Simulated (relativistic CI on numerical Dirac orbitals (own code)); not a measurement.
## Radial parameters of Er XXVIII

These numbers are calculated, not measured: Dirac-Coulomb-Breit CI, separate exchange-only KLI orbitals for each configuration, model QED (radiative potential, 1s self-energy scaled to tabulated hydrogen-like ionisation energies), unscaled Slater integrals (own radial code, finite nucleus).

Slater integrals F^k, G^k are unscaled and averaged over j, outside the closed core [Ar] 3d10; ζ comes from projecting the Hamiltonian with its Breit term on Σ l·s of the shell.

- 4s2 4p6 4d5: F^2(4d,4d) = 203040, F^4(4d,4d) = 138050, ζ(4d) = 34949 cm⁻¹; <r>(4d) = 0.4965, <r^2>(4d) = 0.2816 (bohr units).
- 4s2 4p5 4d6: ζ(4p) = 288420, F^2(4d,4d) = 202990, F^4(4d,4d) = 138010, F^2(4p,4d) = 205620, G^1(4p,4d) = 257000, G^3(4p,4d) = 164040, ζ(4d) = 34809 cm⁻¹; <r>(4p) = 0.488, <r^2>(4p) = 0.2693, <r>(4d) = 0.4965, <r^2>(4d) = 0.2817 (bohr units).
- 4s2 4p6 4d4 4f: F^2(4d,4d) = 202930, F^4(4d,4d) = 137970, ζ(4d) = 34928, F^2(4d,4f) = 202680, F^4(4d,4f) = 132440, G^1(4d,4f) = 215690, G^3(4d,4f) = 146830, G^5(4d,4f) = 107350, ζ(4f) = 5236.7 cm⁻¹; <r>(4d) = 0.4968, <r^2>(4d) = 0.282, <r>(4f) = 0.4786, <r^2>(4f) = 0.261 (bohr units).

Q: Give the Racah parameters of the d shell in 4s2 4p6 4d5.

A: B = F²/49 − 5F⁴/441 = 2578 cm⁻¹ and C = 35F⁴/441 = 10956 cm⁻¹.

Averages of the first 9 configurations, taken without configuration mixing, which lowers the lowest level and can move excited configurations by several eV; other configurations of the list can lie among them:

```csv
Configuration,Parity,States,Average energy above the lowest level (eV)
4s2 4p6 4d5,even,252,25.8
4s2 4p5 4d6,odd,1260,195.4
4s2 4p6 4d4 4f,odd,2940,199.5
4s 4p6 4d5 4f,odd,7056,496.0
4p6 4d7,even,120,626.3
4p5 4d8,odd,270,793.2
4s2 4p6 4d3 5s2,even,120,654.4
4s2 4p6 4d2 4f 5s2,odd,630,828.3
4s 4p6 4d3 4f 5s2,odd,3360,1125.6
```
